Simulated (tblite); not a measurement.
Br2Si, singlet, at a GFN2-xTB geometry; GFN1-xTB run with tblite 0.6.0.

Here is a job for tblite.
```
$ tblite run mol.xyz --method gfn1 --charge 0 --spin 0 --spin-polarized --json tblite.json --no-restart

# file mol.xyz
3

Si    -0.02306863    -0.00441753     1.20707901
Br     0.95296278    -1.45162520    -0.22860751
Br    -0.94373533     1.45339221    -0.25422409
```

Write the output that tblite gives for this input, abridged.


```
xTB calculator
 | screened Coulomb repulsion
 | Coulomb electrostatics
 |  * isotropic Klopman-Ohno-Mataga-Nishimoto electrostatics
 |  * onsite third-order electrostatics
 | DFT-D3(BJ) dispersion correction
 | Interactions (1)
 | [1] spin polarization

halogen bonding energy    0.0000000000000E+00 Eh
repulsion energy          2.7118860111013E-02 Eh
dispersion energy        -1.2966036655548E-03 Eh
interaction energy        0.0000000000000E+00 Eh
number of electrons       1.8000000000000E+01 e
integral cutoff           2.8146159136829E+01 bohr

------------------------------------------------------------
  cycle        total energy    energy error   density error
------------------------------------------------------------
      1     -9.625071689747  -9.6508939E+00   2.9062943E-01
      2     -9.648762355322  -2.3690666E-02   1.3208816E-01
      3     -9.646125292911   2.6370624E-03   9.3487383E-02
      4     -9.659053019743  -1.2927727E-02   1.9071014E-02
      5     -9.658790221775   2.6279797E-04   1.9239024E-02
      6     -9.659558029976  -7.6780820E-04   7.3423245E-04
      7     -9.659558974645  -9.4466838E-07   3.9446505E-04
      8     -9.659559283313  -3.0866856E-07   3.8273758E-05
      9     -9.659559286493  -3.1794070E-09   2.1912642E-08
------------------------------------------------------------

electronic energy        -9.6853815429380E+00 Eh
total energy             -9.6595592864925E+00 Eh

Post processing:
 | Mayer-Wiberg bond orders

[Info] JSON dump of results written to 'tblite.json'
```
